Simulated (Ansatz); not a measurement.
**Energy profile**

The step: CH₄Zn ([CH3][ZnH]) + AsH₃ → CH₅AsZn ([CH3][Zn][AsH2]) + H₂; bonds formed: Zn1–As5, H2–H4; bonds broken: Zn1–H2, H4–As5 (atoms numbered as in the saddle structure below).

```
10
angstrom
Zn 0.1760 -0.4298 -0.0621
H 1.4750 -0.0554 1.0925
C -0.5558 -1.7074 -1.3531
H 1.5529 1.0603 1.1589
As 0.1679 2.0028 0.8425
H -1.1022 -1.1810 -2.1385
H -1.2441 -2.3926 -0.8525
H 0.2403 -2.2971 -1.8127
H -0.3702 3.4374 0.9247
H -0.3397 1.5627 2.2002
```

Electronic energies by CCSD(T) at an estimated basis limit (MP2 extrapolated from triple and quadruple zeta, plus CCSD(T) − MP2 in triple zeta), on PBE0-D4/def2-TZVP structures; CH7AsZn, singlet; no counterpoise correction. Computed with Ansatz 0.2.0 (basis: def2-TZVPP and def2-QZVPP); correlated methods freeze the cores. The 3s and 3p shells of Cu and Zn are frozen; filled d shells are correlated. The def2 sets are not built for correlating such inner shells, so the correlated values are less sure here. Extrapolation: Hartree–Fock as exp(−7.88 √X), correlation as X^−2.97.

Question: Give the profile in kJ/mol, counted from the separated reactants. (To be estimated.)

Answer: By the calculation:
```csv
point,kJ/mol
"separated: CH4Zn (linked as [CH3][ZnH]; Zn1, H2, C3, H6, H7, H8; singlet) + AsH3 (H4, As5, H9, H10; singlet)",0.0
start structure,-13.7
saddle,139.4
end structure,-62.4
"separated: CH5AsZn (linked as [CH3][Zn][AsH2]; Zn1, C3, As5, H6, H7, H8, H9, H10; singlet) + H2 (H2, H4; singlet)",-59.1
```

The T1 diagnostic stays at or below 0.015.

For scale, one of the runs: CCSD(T)/def2-TZVPP, 241 basis functions, launched by `ansatz run in.yaml --threads 8 --pin off --events-out ev --progress --plain --max-ram 19148MiB`. The run took 110 s on 8 CPU threads of an Arm Neoverse V1 (shared host), with 4.6 GiB of host memory at its peak.
